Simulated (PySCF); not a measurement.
# Löwdin shares of the frontier orbitals

C4H3F3N2S.
Bonds: C1–C2, C2–N3 (aromatic), N3–N4 (aromatic), N4–S5 (aromatic), S5–C6 (aromatic), C6–C7, C7–F8, C7–F9, C7–F10, C2–C6 (aromatic). Hydrogens: H11, H12, H13 on C1.

Method used: TDDFT PBE0/def2-SVPD, vertical, gas phase, core orbitals frozen in the response (PySCF). Geometry: GFN2-xTB; no solvent, vibrations or thermal averaging. Torsions of this conformer, `[CH3:1][c:2]1[n:3][n:4][s:5][c:6]1[C:7]([F:8])([F:9])[F:10]`: S5–C6–C7–F8 -1°.

Kohn–Sham orbitals with the atoms that hold most of them (Löwdin shares over 4%, at most four atoms; ? is withheld):

```tsv
orbital	ε (eV)	atoms
HOMO-3	-10.47	N4 36%, N3 27%, S5 14%, C6 9%
HOMO-2	-9.39	S5 34%, C6 23%, N3 20%, N4 12%
HOMO-1	-8.43	?
HOMO	-7.92	?
LUMO	?	S5 25%, N4 24%, C6 20%, N3 13%
LUMO+1	-0.65	S5 62%, C6 12%, N4 12%
LUMO+2	-0.07	N3 26%, C2 25%, N4 12%, C6 10%
```

Question: Which atoms hold the HOMO-1, and with what shares?

Answer: C2 (bonded to 2 C and N) 22%; C6 (bonded to 2 C and S) 19%; S5 (bonded to C and N) 18%; N4 (bonded to N and S) 18%. By element: carbon 41% or more, sulfur 18%, nitrogen 18% or more.

Question: Give the leading atoms of the HOMO.

Answer: N3 (bonded to C and N) 42%; N4 (bonded to N and S) 32%; S5 (bonded to C and N) 13%; C2 (bonded to 2 C and N) 8%. By element: nitrogen 74%, sulfur 13%, carbon 8% or more.

Question: What is the LUMO energy, and the HOMO–LUMO gap?

Answer: ε(LUMO) = -2.31 eV; the gap is 5.61 eV (0.2061 hartree).

Question: The HOMO–LUMO gap is 5.61 eV. Where does the response calculation put the lowest singlet, and from which orbitals?

Answer: S1 is at 3.87 eV (f = 0.0010), 1.74 eV below the gap, made of HOMO→LUMO (99%). 

Question: One configuration dominates each of S1, S2, S5 and S8. Which, and how do the shares of the two leading atoms of either orbital change from the occupied to the empty one?

Answer: 
- S1 (3.87 eV, f 0.0010), HOMO→LUMO (99%): N3 42% → 13%, N4 32% → 24%, S5 13% → 25%
- S2 (5.30 eV, f 0.043), HOMO-1→LUMO (75%): C2 22% → at most 14%, C6 19% → 20%, S5 18% → 25%, N4 18% → 24%
- S5 (6.20 eV, f 0.0011), HOMO-1→LUMO+1 (97%): C2 22% → at most 4%, C6 19% → 12%, S5 18% → 62%
- S8 (7.01 eV, f 0.0000), HOMO-2→LUMO+1 (97%): S5 34% → 62%, C6 23% → 12%
